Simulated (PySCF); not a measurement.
Computed structure and properties of HfF4

System: HfF4 (singlet); start: template (Td). Method: PySCF 2.14.0, RKS PBE0, Hf def2-SVP with ECP60, F def2-SVP; non-relativistic Hamiltonian with scalar-relativistic core potentials where named; density fitting; no spin-orbit coupling.

Input of the relaxation:

```python
mol = gto.M(atom='''
Hf     0.00000    -0.00000     0.00000
F      1.07250     1.07250     1.07250
F     -1.07250    -1.07250     1.07250
F      1.07250    -1.07250    -1.07250
F     -1.07250     1.07250    -1.07250''',
    basis={'Hf': 'def2-SVP', 'F': 'def2-SVP'},
    ecp={'Hf': 'def2-SVP'},
    charge=0, spin=0)
mf = dft.RKS(mol, xc='PBE0')
mf.grids.atom_grid = (50, 194)
mf = mf.density_fit()  # fitting sets: Hf def2-universal-JKFIT, F def2-universal-JKFIT
mf.conv_tol = 1e-08; mf.max_cycle = 55
mf.kernel(dm0)  # dm0: converged density of the start geometry
# quasi-Newton relaxation in Cartesian coordinates to a largest gradient under 0.00045 Eh/bohr, steps kept in the point group
```

Run from Python with OMP_NUM_THREADS=2; the lines above give its settings. Where DIIS fails, smearing, a level shift and second-order steps follow.
It took 7 s on 2 threads of Arm Neoverse V2 (shared host), from the converged density of the start.

Course of the relaxation:

```tsv
step	energy above end (eV)	largest force component within the symmetry (eV/Å)
0	0.1557	0.989
1	0.0004	0.050
2	0.0000	0.006
3	0.0000	0.000
```

Relaxed geometry (Td):

```xyz
5

Hf    0.0000    0.0000    0.0000
F     1.0998    1.0998    1.0998
F    -1.0998   -1.0998    1.0998
F     1.0998   -1.0998   -1.0998
F    -1.0998    1.0998   -1.0998
```

| contact | Å |
| --- | --- |
| Hf1–F2 (F) | 1.905 |
| Hf1–F3 (F) | 1.905 |
| Hf1–F4 (F) | 1.905 |
| Hf1–F5 (F) | 1.905 |

On the finer grid (75, 302):

```
HOMO                                                          : -12.04 eV
LUMO                                                          : -0.85 eV
Dipole about the centre of mass                               : 0.00 D
Set of Mulliken populations of Hf1 outside the core potential : s 2.26, p 6.28, d 1.79, f 0.24
D3(BJ) dispersion energy (not in the energies)                : -0.055 eV
```

| atom | Mulliken (e) | Löwdin (e) | spin (e) |
| --- | --- | --- | --- |
| Hf1 | 1.44 | 0.60 | 0.00 |
| F2 | -0.36 | -0.15 | 0.00 |
| F3 | -0.36 | -0.15 | 0.00 |
| F4 | -0.36 | -0.15 | 0.00 |
| F5 | -0.36 | -0.15 | 0.00 |

On the grid (50, 194), as all that follows. Harmonic modes: a minimum; lowest 165 cm⁻¹ (negative: unstable), highest 676 cm⁻¹, zero-point energy 0.218 eV.

Taking off one F (charge -1, singlet; the rest: singlet) in vacuum, both parts rigid, costs 13.77 eV; the small basis without counterpoise inflates it. Most of it is the attraction of opposite charges; other ways to part are cheaper, and one spin state was tried for the rest.

Rigid scan of F along the line from its metal:

```csv
distance to F2 (Å),energy (eV)
1.60,2.161
1.70,0.805
1.80,0.169
1.90,0.000
2.00,0.122
2.10,0.426
2.30,1.298
2.60,2.760
3.00,4.465
3.50,5.958
```

One start shape was tried, so this needn't be the lowest isomer.
